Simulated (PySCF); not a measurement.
**Electron correlation in Cl³⁺ (chlorine, charge +3)**

[Ne] 3s2 3p2, high-spin 3P determinant. Calculation: PySCF 2.14, in aug-cc-pCVTZ-DK with one added diffuse shell each of s, p, d, f type (9s8p6d4f, 91 functions); the spin-free X2C one-electron Hamiltonian (Gaussian nucleus). Frozen: [Ne]; 4 electrons correlated.

```tsv
level	correlation energy (mhartree)
CCSD	-97.13
(T)	-2.12
CCSD(T)	-99.25
```

Diagnostics: T1 = 0.0076, D1 = 0.0196, largest double amplitude 0.102.

Cost of the coupled-cluster step: of the order of 29 core-seconds, for 4 correlated electrons.
